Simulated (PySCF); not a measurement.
# How the method changes the shape and vibrations of BGeH4O

These are calculations, not measurements. The program is PySCF 2.14.0, an open-source quantum chemistry code, run on an isolated molecule that a program drew, which may never have been made. The molecule is BGeH4O (charge 0, doublet), drawn as the SMILES string `[BH2][GeH][OH]`.

The geometry was optimised and harmonic frequencies were computed with HF and MP2, all in the cc-pVDZ basis, for the commonest isotopes, with a restricted reference for singlets and an unrestricted one otherwise, and a frozen core in MP2. Germanium has the cc-pVDZ-PP basis, with a core potential (ECP10MDF) in place of its 10 inner electrons, and its 3s, 3p and 3d shells are frozen in MP2. Each result is a local minimum of its method.

Geometry at the HF minimum:
```xyz
7
BGeH4O, angstrom
B    -1.3362    2.7349    0.8518
Ge   -0.3384    1.5999    2.1077
O    -0.9517    0.1005    2.8222
H    -0.7984    3.7228    0.4465
H    -2.4430    2.4198    0.5244
H     1.0541    1.7256    2.7016
H    -1.8283   -0.1385    2.5556
```

Lengths of the bonds as drawn, in Å (atoms numbered as above):
```
bond,HF,MP2
B1-Ge2,1.965,1.966
Ge2-O3,1.771,1.798
B1-H4,1.196,1.204
B1-H5,1.196,1.204
Ge2-H6,1.519,1.530
O3-H7,0.947,0.971
```

Rotational constants, in GHz:
| constant | HF | MP2 |
|---|---|---|
| A | 21.62 | 21.82 |
| B | 5.887 | 5.758 |
| C | 4.627 | 4.556 |

Harmonic frequencies in cm^-1, each column in rising order, so a row needn't be the same motion in every method:
```
rank    HF   MP2
   1   181   172
   2   188   277
   3   344   348
   4   460   499
   5   647   614
   6   664   651
   7   757   734
   8   823   739
   9   832   788
  10   983     ?
  11  1221  1145
  12  2287  2219
  13  2691  2633
  14  2795  2746
  15  4150  3830
```

**Estimate the missing MP2 frequency from the HF column.**

A single factor s that minimises the squared misfit of MP2 against s times HF over the other rows is sum(HF x MP2) / sum(HF^2) = 0.9529, with an rms misfit of 57 cm^-1. For rank 10 it gives 0.9529 x 983 = 937 cm^-1. The calculation gives 964 cm^-1, 27 cm^-1 above the estimate. The drawn bonds are on average 1.0 % longer in MP2 than in HF.
